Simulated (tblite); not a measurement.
C9H8N3 (charge -1).
Geometry (GFN2-xTB, Å), atoms numbered from 1 in this order:
```xyz
20
C9H8N3 angstrom
C      0.5193   -1.3453    0.7776
C      1.8901   -1.4120    0.7181
C      2.5639   -0.3914    0.0513
N      3.8700   -0.1438   -0.1926
N      3.9181    0.9786   -0.8750
N      2.7392    1.5088   -1.1093
C      1.8255    0.6858   -0.5457
C      0.4357    0.7270   -0.4697
C     -0.2167   -0.2927    0.1946
C     -1.6976   -0.3279    0.3222
C     -2.5093    0.9277    0.4947
C     -2.6005    0.1524   -0.7820
H     -0.0301   -2.1291    1.2912
H      2.4309   -2.2326    1.1741
H     -0.1049    1.5469   -0.9263
H     -2.0561   -1.1930    0.8736
H     -3.3539    0.9115    1.1710
H     -1.9839    1.8706    0.4801
H     -2.1366    0.5687   -1.6635
H     -3.5083   -0.3995   -0.9875
```

Computed values, GFN2-xTB/tblite, gas phase, harmonic and unscaled. The method is semi-empirical: single wavenumbers can be off by several per cent or more. One conformer, not necessarily the lowest.

Harmonic wavenumbers (cm⁻¹): 60.1, 104.0, 158.6, 224.6, 245.0, 326.2, 389.5, 422.1, 438.4, 480.6, 589.3, 602.1, 678.5, 724.9, 746.5, 796.5, 808.4, 831.2, 849.7, 857.0, 886.7, 919.3, 947.0, 999.9, 1007.9, 1055.7, 1056.0, 1071.7, 1110.4, 1130.4, 1159.4, 1163.6, 1176.8, 1216.1, 1235.4, 1261.3, 1279.8, 1319.7, 1355.0, 1402.6, 1441.4, 1448.7, 1488.6, 1491.8, 1565.2, 1601.6, 2989.8, 3000.4, 3026.6, 3031.3, 3046.5, 3056.7, 3086.7, 3097.3.

A = 2595, B = 604.3, C = 509.8 MHz; mass 158.072 u (most abundant isotopes); point group Cs, symmetry number 1.

Problem. What is the zero-point energy?

Solution. Half the sum of the wavenumbers: 33230 cm⁻¹ = 95.01 kcal/mol.

Problem. Entropy at 500 K, 1 bar (ideal gas, RRHO, classical rotation)?

Solution. Translation 43.68, rotation 31.92, vibration 44.10: S = 119.7 cal/(mol K).

Problem. And Cp and H(500 K) − H(0)?

Solution. Cp = 61.00 cal/(mol K), of which vibrations give 53.06 (their classical limit is 54 R = 107.3); H(500 K) − H(0) = 16.39 kcal/mol without the zero-point energy, 12.41 from vibrations.

Problem. How do the functions run with temperature in this model?

Solution. 
```csv
T (K),S (cal/(mol K)),Cp (cal/(mol K)),H − H(0) (kcal/mol),G − H(0) (kcal/mol),ln q(vib)
50,59.0,11.2,0.46,-2.49,0.26
100,68.1,15.6,1.13,-5.68,1.00
298.15,94.3,37.9,6.27,-21.85,4.90
373.15,103.9,47.4,9.48,-29.28,6.61
750,148.1,78.9,34.08,-77.03,16.02
1000,172.4,89.5,55.23,-117.18,22.16
```

q(vib) and H(0) count from the zero-point level.

Problem. Which modes carry the vibrational entropy at 500 K?

Solution. 60.1 cm⁻¹: 5.48; 104.0 cm⁻¹: 4.39; 158.6 cm⁻¹: 3.56; 224.6 cm⁻¹: 2.89; 245.0 cm⁻¹: 2.72; 326.2 cm⁻¹: 2.18 cal/(mol K); the other 48 give 22.87 together.

Problem. Blend soft modes into free rotors: weight 1/[1 + (100 cm⁻¹/ν̃)⁴] for the oscillator and the rest for a rotor with moment μB/(μ + B), μ = h/(8π²ν), B = 10⁻⁴⁴ kg m². What vibrational entropy results?

Solution. 42.09 cal/(mol K) in place of 44.10, which changes −T·S at 500 K by +1.00 kcal/mol.

Hindered rotation and anharmonicity are outside this model. Other conformers, if any are populated, would add a mixing term that is left out.
